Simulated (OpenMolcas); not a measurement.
Pd2+: ligand-field states by method

Pd2+ with its 6 nearest fluoride ions at 2.115 Å, on the Li site of LiF (a = 4.028 Å, distance in the model lattice 2.014 Å). The rest of the host is ab initio model potentials to 7.6 Å and point charges beyond; the distance is set by hand and nothing relaxes, and no local charge compensation is placed. Ligand basis ANO-RCC-VDZP.

```json
{"Program": "OpenMolcas 26.06", "Basis": "ANO-RCC-VDZP [6s5p3d1f]", "Scalar Hamiltonian": "DKH2, point nucleus", "Active space": "8 electrons in 5 orbitals (4d)", "State averaging": "2S+1 = 3 even, 10 roots; 2S+1 = 1 even, 15 roots", "Spin-orbit coupling": "state interaction with AMFI integrals over the reference wave functions"}
```

I. CASSCF
II. SS-CASPT2, IPEA 0.25 Eh, imaginary shift 0.1 Eh (closed shells correlated: 4s 4p and the ligand valence shells)

Spin-free states (labels of O, the rotations of Oh) in cm-1, each column counted from its own energy of the first state listed:

```csv
State,Degeneracy,I,II
3A2,1,0,0
1E,2,13324,8830
3T2,3,16455,19820
1A1,1,23464,18040
3T1,3,24337,26750
1T2,3,29160,29150
1T1,3,33122,32760
3T1,3,37753,42310
1E,2,47674,51540
1T2,3,47866,51650
1A1,1,68559,66370
```

From I to II, I's first state of the same spin (3T2) moves from 16455 to 19820 cm-1, by about +3400 cm-1.

From I to II, I's first state of another spin (1E) moves from 13324 to 8830 cm-1, by about -4500 cm-1.

I: A least-squares ligand-field fit to the states below 45000 cm-1, each weighted by its degeneracy and with a free common offset, gives 10Dq = 16181 cm-1, B = 874 cm-1 and C = 3165 cm-1 (C/B = 3.62), with an rms deviation of 79 cm-1. The same method and metal basis give the free ion B = 935 cm-1 (fit to its terms below 60000 cm-1, rms deviation 8 cm-1), so the nephelauxetic ratio is β = 874 / 935 = 0.93; it hangs on how both fits weigh the states, and computed free-ion B values tend to be too large, so β mixes covalency with correlation.

χT at 300 K: I 1.32, II 1.27 cm3 K/mol.

Roots that are degenerate in the reference are averaged as groups; the widest CASPT2 spread within a group is 53 cm-1 (the 3-fold group of multiplicity 1 near 32800 cm-1 above the lowest state of its run, II). Shifts and gaps below about the spread of the groups concerned are not significant. Over all roots computed the reference weight is 0.73 to 0.74 in II; a low but even weight reflects the number of correlated electrons. Real 4d8 and 5d8 ions are as a rule square planar and diamagnetic. Ligand-to-metal charge-transfer states are missing. With no ligand orbital active B as a rule stays too high, so bands that hang on it stand too high and its fall with covalency is understated. Without dynamic correlation the repulsion within the d shell is too large (B by tens of per cent), so at a given field states of lower spin stand too high (holds for I). With metal d orbitals alone the field can be off either way by tens of per cent (holds for I). With one d shell and no ligand orbital active, 10Dq can be off by a tenth or more (holds for II). No measured value stands beside these numbers; the geometry was set by hand and not optimised.
